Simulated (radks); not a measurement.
Ionisation of the boron ion B+, [He] 2s2, to [He] 2s1 as the strength of local exchange is varied. All-electron calculation, non-relativistic Kohn-Sham, Slater X-alpha exchange (alpha = 2/3 is LDA exchange), no correlation, spin-unpolarised, spherical densities, point nucleus. Program: a radial shooting solver on a logarithmic mesh with Libxc functionals.

alpha = 0.616: E(B+) (hartree) -23.55845; exchange (hartree) -2.75805; IE (eV) 23.439; -e of the level emptied (eV) 17.581 (2s); <r> of it (bohr) 1.826
alpha = 0.667: E(B+) (hartree) -23.78747; exchange (hartree) -3.00410; IE (eV) 24.028; -e of the level emptied (eV) 18.153 (2s); <r> of it (bohr) 1.806
alpha = 0.728: E(B+) (hartree) -24.06318; exchange (hartree) -3.30194; IE (eV) 24.742; -e of the level emptied (eV) 18.849 (2s); <r> of it (bohr) 1.784
alpha = 0.905: E(B+) (hartree) -24.87413; exchange (hartree) -4.18803; IE (eV) 26.874; -e of the level emptied (eV) 20.938 (2s); <r> of it (bohr) 1.723
alpha = 1.039: E(B+) (hartree) -25.49890; exchange (hartree) -4.88048; IE (eV) 28.547; -e of the level emptied (eV) 22.590 (2s); <r> of it (bohr) 1.679

NIST Atomic Spectra Database: 25.155 eV (measured). The Delta-SCF value meets it near alpha = 0.76. Spin polarisation and multiplet splitting are left out, so open shells lie too high by an amount that depends on their filling.

Beside tabulated values, note that spin-unpolarised runs miss the spin-polarisation part of the exchange energy of open shells.
